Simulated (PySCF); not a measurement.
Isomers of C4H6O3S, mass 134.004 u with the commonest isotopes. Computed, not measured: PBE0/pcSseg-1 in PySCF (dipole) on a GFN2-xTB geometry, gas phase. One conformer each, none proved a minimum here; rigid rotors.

Question: Order these by out-of-plane moment Σ m c² = (Ia + Ib − Ic)/2, smallest first.
A. `[CH2:1]=[C:2]([C:3](=[O:4])[OH:5])[S@:6]([CH3:7])=[O:8]` with C1–C2–C3–O4 -9°, C2–C3–O5–H -178°, C1–C2–S6–C7 106°
B. `[O:1]=[S:2](=[O:3])([OH:4])[C:5]1=[CH:6][CH2:7][CH2:8]1` with O1–S2–O4–H 0°, O1–S2–C5–C6 152°
C. `[CH:1]#[C:2][CH2:3][S:4](=[O:5])(=[O:6])[O:7][CH3:8]` with C2–C3–S4–O5 159°, C3–S4–O7–C8 78°

Answer: A (40.51 u·Å²), B (54.24 u·Å²), C (60.50 u·Å²).

Question: Order these by rotational constant C, largest first.
A. `[CH:1]#[C:2][CH2:3][S:4](=[O:5])(=[O:6])[O:7][CH3:8]` with C2–C3–S4–O5 159°, C3–S4–O7–C8 78°
B. `[O:1]=[S:2](=[O:3])([OH:4])[C:5]1=[CH:6][CH2:7][CH2:8]1` with O1–S2–O4–H 0°, O1–S2–C5–C6 152°
C. `[CH2:1]=[C:2]([C:3](=[O:4])[OH:5])[S@:6]([CH3:7])=[O:8]` with C1–C2–C3–O4 -9°, C2–C3–O5–H -178°, C1–C2–S6–C7 106°

Answer: A (1285 MHz), B (1187 MHz), C (1080 MHz).

Question: Order these by radius of gyration √(Σ m r²/M), largest first.
A. `[CH2:1]=[C:2]([C:3](=[O:4])[OH:5])[S@:6]([CH3:7])=[O:8]` with C1–C2–C3–O4 -9°, C2–C3–O5–H -178°, C1–C2–S6–C7 106°
B. `[O:1]=[S:2](=[O:3])([OH:4])[C:5]1=[CH:6][CH2:7][CH2:8]1` with O1–S2–O4–H 0°, O1–S2–C5–C6 152°
C. `[CH:1]#[C:2][CH2:3][S:4](=[O:5])(=[O:6])[O:7][CH3:8]` with C2–C3–S4–O5 159°, C3–S4–O7–C8 78°

Answer: A (1.948 Å), B (1.893 Å), C (1.840 Å).

| SMILES | point group | Ia (u·Å²) | Ib (u·Å²) | Ic (u·Å²) | κ | μa (D) | μb (D) | μc (D) |
| --- | --- | --- | --- | --- | --- | --- | --- | --- |
| C#CCS(=O)(=O)OC | C1 | 197.47 | 316.70 | 393.18 | -0.51 | 2.47 | 2.96 | 2.21 |
| O=S(=O)(O)C1=CCC1 | C1 | 141.04 | 393.24 | 425.81 | -0.92 | 3.76 | 1.45 | 1.79 |
| C=C(C(=O)O)[S@](C)=O | C1 | 169.78 | 379.18 | 467.94 | -0.73 | 1.44 | 2.13 | 0.92 |
